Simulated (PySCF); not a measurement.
**Question.** Write Cartesian coordinates for `CNc1ccncc1` as optimised with PBE0-D3(BJ)/def2-TZVP.

**Answer.** 
```xyz
16
C6H8N2 angstrom
C      2.4128    0.3364   -0.1972
N      1.3300   -0.5766   -0.4304
C      0.0345   -0.2857   -0.1293
C     -0.9653   -1.2626   -0.2350
C     -2.2696   -0.9257    0.0549
N     -2.6713    0.2868    0.4369
C     -1.7184    1.2059    0.5362
C     -0.3761    0.9884    0.2763
H      2.2833    1.2535   -0.7790
H      3.3433   -0.1294   -0.5197
H      2.5136    0.6143    0.8599
H      1.5577   -1.5491   -0.5298
H     -0.7175   -2.2724   -0.5448
H     -3.0460   -1.6822   -0.0258
H     -2.0411    2.1955    0.8505
H      0.3316    1.7989    0.3910
```

Orientation and origin are arbitrary. Atoms count from 1 in this order. N6 (pyridine-type nitrogen) is bent (angle 115.8°). The 6-membered ring C3–C4–C5–N6–C7–C8 has internal angles of 115.8° to 125.0° (sum 720°, against 720° for a flat polygon); it is planar, 0.00 Å rms from its mean plane, widest ring torsion 0°. Of the pairs four or more bonds apart, C1···H16 is among the closest relative to their van der Waals radii: 2.61 Å, 90 % of the sum of Bondi's values. N2 (aniline-type nitrogen) is almost planar (angles 123.1°, 117.5° and 116.4°, sum 357.0°, 0.13 Å off the plane of its three neighbours).

Bonds between heavy atoms (Å): C1–N2 1.435, N2–C3 1.361, C3–C4 1.402, C4–C5 1.378, C5–N6 1.333, N6–C7 1.328, C7–C8 1.384, C3–C8 1.399.

Method used: PySCF, PBE0-D3(BJ)/def2-TZVP geometry optimisation, gas phase.

Point group: near Cs, missed by 0.26 Å at most; the miss may be what the optimiser left on a soft mode. No frequency check. One conformer, not necessarily the lowest (C1–N2–C3–C4 -173°).

The run took 9.8 min wall, 20 min CPU on AMD EPYC, 2 threads, no GPU, shared host with 64 logical CPUs at a one-minute load of 61, and the process peaked at 1.8 GiB of memory. This is the geometry optimisation.
